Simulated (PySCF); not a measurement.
Computed IR spectrum (relative IR intensity) of a molecule ClH₅O₂Si₂. The structure is a stationary point at PBE-D3(BJ)/def2-SVP. The values are those of a single conformer. These are PBE-D3(BJ)/def2-SVP run with PySCF values and carry that method's errors. Frequencies are harmonic and unscaled.

Lines under 2 % of the strongest are left out, and lines within 2 cm⁻¹ are merged.

```json
[
 {"ν (cm⁻¹)": "226", "relative intensity": "20"},
 {"ν (cm⁻¹)": "262", "relative intensity": "13"},
 {"ν (cm⁻¹)": "337", "relative intensity": "32"},
 {"ν (cm⁻¹)": "400", "relative intensity": "14"},
 {"ν (cm⁻¹)": "438", "relative intensity": "46"},
 {"ν (cm⁻¹)": "466", "relative intensity": "9.3"},
 {"ν (cm⁻¹)": "508", "relative intensity": "15"},
 {"ν (cm⁻¹)": "646", "relative intensity": "2.8"},
 {"ν (cm⁻¹)": "696", "relative intensity": "62"},
 {"ν (cm⁻¹)": "761", "relative intensity": "56"},
 {"ν (cm⁻¹)": "780", "relative intensity": "57"},
 {"ν (cm⁻¹)": "820", "relative intensity": "5.1"},
 {"ν (cm⁻¹)": "859", "relative intensity": "65"},
 {"ν (cm⁻¹)": "896", "relative intensity": "48"},
 {"ν (cm⁻¹)": "915", "relative intensity": "76"},
 {"ν (cm⁻¹)": "941", "relative intensity": "40"},
 {"ν (cm⁻¹)": "2156", "relative intensity": "31"},
 {"ν (cm⁻¹)": "2175", "relative intensity": "100"},
 {"ν (cm⁻¹)": "3668", "relative intensity": "34"},
 {"ν (cm⁻¹)": "3740", "relative intensity": "31"}
]
```

Question: Identify the compound among the candidates.
(A) O[SiH](O)[SiH2]Cl
(B) O[Si](O)([SiH3])Cl
(C) O[Si@@H](Cl)O[SiH3]
(D) O[SiH2][Si@@H](O)Cl

Answer: A, O[SiH](O)[SiH2]Cl
